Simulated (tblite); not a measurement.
C₄H₁₃AlP₂S.
Atom-mapped SMILES: `[AlH3-:1][P+:2]1([PH2:3])[CH2:4][CH2:5][S:6][CH2:7][CH2:8]1` (hydrogens: H9, H10, H11 on Al1; H12, H13 on P3; H14, H15 on C4; H16, H17 on C5; H18, H19 on C7; H20, H21 on C8)

Structure used (GFN2-xTB), in Å, numbered top down from 1:
```
atom  x, y, z in Å
Al1   -1.6149   -1.4862    1.3135
P2    -0.3935   -0.3711   -0.5505
P3    -1.2777   -0.4544   -2.5193
C4    -0.5314    1.4306   -0.1832
C5     0.2660    1.7424    1.0725
S6     2.0572    1.6485    0.7712
C7     2.1897   -0.1212    0.3706
C8     1.4231   -0.4773   -0.8939
H9    -1.8446   -2.8581    0.5871
H10   -2.7671   -0.4081    1.2559
H11   -0.5704   -1.4028    2.4817
H12   -1.1410   -1.8419   -2.5737
H13   -2.5532   -0.5472   -1.9593
H14   -1.5908    1.6469   -0.0079
H15   -0.1819    2.0305   -1.0300
H16    0.0860    2.7612    1.4163
H17    0.0125    1.0391    1.8724
H18    1.8162   -0.6898    1.2267
H19    3.2574   -0.3074    0.2521
H20    1.6977    0.1906   -1.7162
H21    1.6516   -1.5074   -1.1865
```

Computed values, GFN2-xTB/tblite, gas phase, harmonic and unscaled. Errors from tens to a few hundred cm⁻¹ against measured bands are possible. Modes of hydrogen on aluminium and phosphorus can be 10 to 20 % off. One conformer, not necessarily the lowest. The optimisation stopped once no atom felt more than 0.01 eV/Å.

Lowest wavenumbers of the output (negative numbers stand for imaginary wavenumbers):
```
mode    cm-1
  1     -26.9
  2      59.9
  3      77.9
  4      86.7
  5     114.4
  6     126.3
  7     180.3
  8     209.6
```

Task: Is this structure a minimum?

Result: Not by this Hessian. 1 mode is imaginary beyond 20i (27i cm⁻¹), so at this level the point lies at or near a first-order saddle. The curvature is small, so loose convergence or finite differences may be the whole cause.

Task: Which atoms move in the imaginary mode?

Result: 27i: Al1 (aluminium bonded to P and 3 H) 38 %, H10 (Al–H hydrogen) 16 %. These are shares of the mass-weighted motion.

Task: What is the remedy?

Result: Step along that mode in both directions, optimise again with tighter thresholds and repeat the frequencies. The zero-point energy of this point (92.9 kcal/mol) counts the 56 real modes alone, and thermal corrections from it aren't those of a minimum.
